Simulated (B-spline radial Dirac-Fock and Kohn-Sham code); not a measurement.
Model: relaxed Dirac-Fock hole states (ΔSCF) with Breit and QED corrections and a finite nucleus. Program: an atomic code on a B-spline grid. Electron correlation is not included.

**Question.** Identify the element and charge state from the binding energies below (tabulated ground configuration; the least bound level is included).

| level | binding energy (eV) |
| --- | --- |
| 1s | 74947.4 |
| 2s | 18130.7 |
| 2p | 16969.2 |

**Answer.** Ta⁶⁷⁺: Z = 73 with 6 electrons, [He] 2s2 2p2. The hydrogen-like estimate √(E/Ry) = 74.2 for the K level lies 1.2 above Z (screening lowers it, relativity raises it); the outermost level, at 16969.2 eV, fixes the charge.

Values without a named source are computed, but for edge energies of neutral atoms, which are taken from tables.
